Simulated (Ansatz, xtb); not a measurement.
**Two isomers of GeH10SSi3**

Structure a is `[SiH3][Si]([SiH3])(S)[GeH3]`, a singlet and structure b is `S[SiH2][SiH2][SiH2][GeH3]`, a singlet. Both are isolated molecules in the gas phase, relaxed with B3LYP-D3(BJ)/def2-SVP; the shapes shown needn't be the lowest conformers.

a (Å):

```xyz
15

Ge    0.7736   -0.8054    2.2261
S     1.9514   -0.4774   -1.3073
Si   -1.4763   -1.5116   -0.8795
Si    0.2242   -0.1445   -0.0119
Si   -0.3808    2.1225   -0.1216
H    -1.0608   -2.9436   -0.8342
H    -2.7043   -1.3320   -0.0499
H    -1.7782   -1.1287   -2.2894
H    -1.5139    2.4158    0.8068
H    -0.7843    2.4746   -1.5141
H     0.7916    2.9608    0.2705
H     2.7615    0.3903   -0.6555
H     2.0181   -0.0237    2.7023
H    -0.3874   -0.5143    3.2034
H     1.0963   -2.3133    2.2733
```

b (Å):

```xyz
15

Ge   -0.5251   -1.3819   -1.0130
S    -0.7855    1.1006    1.9002
Si   -0.5777    2.9409    0.7597
Si   -1.0723    2.4688   -1.4849
Si    0.2249    0.6134   -2.1196
H    -2.0642    0.8686    1.5216
H     0.8589    3.3017    0.9223
H    -1.4159    4.0378    1.3288
H    -2.5221    2.1144   -1.5835
H    -0.8162    3.6578   -2.3551
H     1.6547    0.8803   -1.7778
H     0.1315    0.4197   -3.5989
H    -1.9852   -1.2169   -0.5401
H     0.3559   -1.7219    0.2015
H    -0.4837   -2.5715   -2.0004
```

Quicker runs give these differences E(b) − E(a): GFN2-xTB −11.94 kJ/mol; HF/STO-3G −1.70 kJ/mol (at GFN2-xTB geometries); r2SCAN-D4/def2-SVP +5.35 kJ/mol (at GFN2-xTB geometries).

Task: Estimate which is lower in electronic energy at CCSD(T)/def2-SVP + ΔMP2/def2-TZVPP, and by roughly how much.

Result: CCSD(T)/def2-SVP + ΔMP2/def2-TZVPP gives E(b) − E(a) = +4.09 kJ/mol, slightly favouring structure a, which is too small a margin to settle the true order.

Level by level:

```json
{"level": "GFN2-xTB", "geometry": "GFN2-xTB", "E(b) − E(a) (kJ/mol)": "−11.94", "departure from the last row (kJ/mol)": "−16.04", "job, with rough time for the two": "optimisation, 0.84 s"}
{"level": "HF/STO-3G", "geometry": "GFN2-xTB", "E(b) − E(a) (kJ/mol)": "−1.70", "departure from the last row (kJ/mol)": "−5.80", "job, with rough time for the two": "single point, 1.6 s"}
{"level": "r2SCAN-D4/def2-SVP", "geometry": "GFN2-xTB", "E(b) − E(a) (kJ/mol)": "+5.35", "departure from the last row (kJ/mol)": "+1.26", "job, with rough time for the two": "single point, 7.2 s"}
{"level": "B3LYP-D3(BJ)/def2-SVP", "geometry": "B3LYP-D3(BJ)/def2-SVP", "E(b) − E(a) (kJ/mol)": "+1.10", "departure from the last row (kJ/mol)": "−3.00", "job, with rough time for the two": "optimisation, 4.2 min"}
{"level": "HF/def2-SVP", "geometry": "B3LYP-D3(BJ)/def2-SVP", "E(b) − E(a) (kJ/mol)": "+1.93", "departure from the last row (kJ/mol)": "−2.16", "job, with rough time for the two": "part of the CCSD(T) run"}
{"level": "MP2/def2-SVP", "geometry": "B3LYP-D3(BJ)/def2-SVP", "E(b) − E(a) (kJ/mol)": "+4.17", "departure from the last row (kJ/mol)": "+0.07", "job, with rough time for the two": "part of the CCSD(T) run"}
{"level": "CCSD(T)/def2-SVP", "geometry": "B3LYP-D3(BJ)/def2-SVP", "E(b) − E(a) (kJ/mol)": "+1.74", "departure from the last row (kJ/mol)": "−2.36", "job, with rough time for the two": "single point"}
{"level": "CCSD(T)/def2-SVP + ΔMP2/def2-TZVPP", "geometry": "B3LYP-D3(BJ)/def2-SVP", "E(b) − E(a) (kJ/mol)": "+4.09", "departure from the last row (kJ/mol)": "", "job, with rough time for the two": "single point, 2 min"}
```

As drawn, both hold the same kinds of bond in the same numbers.

The largest departure from CCSD(T)/def2-SVP + ΔMP2/def2-TZVPP is that of GFN2-xTB, 16.04 kJ/mol. The last row adds to CCSD(T) the change of the MP2 difference between the two basis sets, here +2.36 kJ/mol.

With thermal terms from frequencies at re-optimised GFN2-xTB minima (ideal gas, soft modes damped towards free rotors, one conformer each, 298.15 K, 1 atm): on the last row, ΔE + ΔZPE = +8.00, ΔH = +4.62, ΔG = +14.35 kJ/mol.

The correlated steps freeze 29 core orbitals; the filled d shell of Ge is correlated, in a basis made for valence electrons. Codes used: Ansatz 0.2.0, xtb 6.7.1; the last row on 2 threads of Intel(R) Xeon(R) Processor @ 2.70GHz on a shared host.
